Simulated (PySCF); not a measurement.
Excitations are Tamm–Dancoff values on a coarser integration grid. The basis has no diffuse functions, so Rydberg states are missing or too high.

Cartesian coordinates (Å):
```xyz
19

B      3.7202     0.7695     0.0818
C      2.3184     0.1675     0.0500
C      1.1157     0.8469     0.0258
C     -0.0242    -0.0016    -0.0006
C     -1.4025     0.3514    -0.0292
C     -1.7922     1.7229    -0.0343
C     -2.1138     2.8931    -0.0383
C     -2.3499    -0.6694    -0.0519
C     -1.9607    -2.0194    -0.0468
C     -0.6251    -2.3870    -0.0192
C      0.3418    -1.3732     0.0039
S      2.0581    -1.5625     0.0403
H      4.7018     0.0657     0.1012
H      3.8342     1.9725     0.0868
H      1.0547     1.9362     0.0271
H     -2.4041     3.9275    -0.0421
H     -3.4089    -0.4078    -0.0739
H     -2.7308    -2.7938    -0.0651
H     -0.3326    -3.4387    -0.0154
```
Charge 0, spin multiplicity 1.

Q: What total energy, HOMO and S1 excitation (TDA) does PBE0-D3(BJ)/def2-TZVP // PBE0-D3(BJ)/def2-SVP in PySCF give?

A: 
The total energy is -807.7877 Ha and the HOMO is -6.55 eV. The S1 excitation (TDA) comes out as 3.54 eV.
